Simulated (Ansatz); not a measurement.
`CN(C)c1ncc(-c2ncc(-c3ncc(-c4ncc(-c5ncc(-c6ncc(C#N)s6)s5)s4)s3)s2)s1` with charge -1. Total charge -1; doublet. Geometry PBE-D4/def2-SVP, that of the neutral singlet.

```xyz
47

C    -1.9711  -10.3600    4.0325
N    -2.3653   -9.1030    3.4154
C    -3.7644   -8.7295    3.4143
C    -1.4100   -8.1960    3.0749
N    -0.1058   -8.4246    3.1131
C     0.5883   -7.3418    2.6839
C    -0.1500   -6.2217    2.3049
C     0.3532   -4.9675    1.8210
N     1.6497   -4.7034    1.6756
C     1.8395   -3.4505    1.2072
C     0.6931   -2.6855    0.9677
C     0.5505   -1.3438    0.4803
N    -0.6233   -0.7436    0.3015
C    -0.4613    0.5148   -0.1666
C     0.8540    0.9420   -0.3697
C     1.3671    2.1938   -0.8487
N     2.6573    2.4705   -0.9839
C     2.8515    3.7228   -1.4556
C     1.7007    4.4769   -1.7092
C     1.6501    5.8240   -2.2142
N     2.7368    6.5369   -2.4950
C     2.4067    7.7634   -2.9554
C     1.0409    8.0501   -3.0498
C     0.3635    9.2383   -3.4953
N    -0.9557    9.3695   -3.5380
C    -1.3201   10.5881   -3.9994
C    -0.2779   11.4558   -4.3357
C    -0.3583   12.7744   -4.8374
N    -0.4317   13.8721   -5.2555
S     1.2554   10.6640   -4.0390
S     0.1252    6.6621   -2.5153
S     0.2905    3.5231   -1.3183
S     1.9521   -0.3479    0.0655
S    -0.7201   -3.6366    1.3697
S    -1.8642   -6.5675    2.5167
H    -2.5331  -11.2001    3.5747
H    -0.8882  -10.5055    3.8703
H    -2.1712  -10.3551    5.1280
H    -4.0482   -8.1268    4.3089
H    -4.0059   -8.1369    2.5060
H    -4.3867   -9.6448    3.3975
H     1.6867   -7.3584    2.6414
H     2.8622   -3.0810    1.0327
H    -1.3437    1.1428   -0.3649
H     3.8633    4.1156   -1.6278
H     3.1999    8.4751   -3.2333
H    -2.3823   10.8556   -4.0959
```

Single mean-field runs in def2-SVP are fitted with def2-universal-jkfit.

Estimate the α-spin orbital energies around the gap (eV) in Ansatz with PBE-D4/def2-SVP, PBE0-D4/def2-SVP.


| orbital | PBE-D4/def2-SVP | PBE0-D4/def2-SVP |
| --- | --- | --- |
| HOMO−5 | -3.89 | -5.26 |
| HOMO−4 | -3.74 | -5.17 |
| HOMO−3 | -3.45 | -4.55 |
| HOMO−2 | -2.84 | -3.83 |
| HOMO−1 | -2.34 | -3.17 |
| HOMO | -0.81 | -1.20 |
| LUMO | -0.40 | -0.09 |
| LUMO+1 | 0.13 | 0.64 |
| LUMO+2 | 0.70 | 1.38 |
| LUMO+3 | 0.85 | 1.66 |
| LUMO+4 | 1.21 | 2.07 |
| LUMO+5 | 1.26 | 2.21 |
| β HOMO | -2.25 | -3.02 |
| β LUMO | -0.65 | -0.10 |
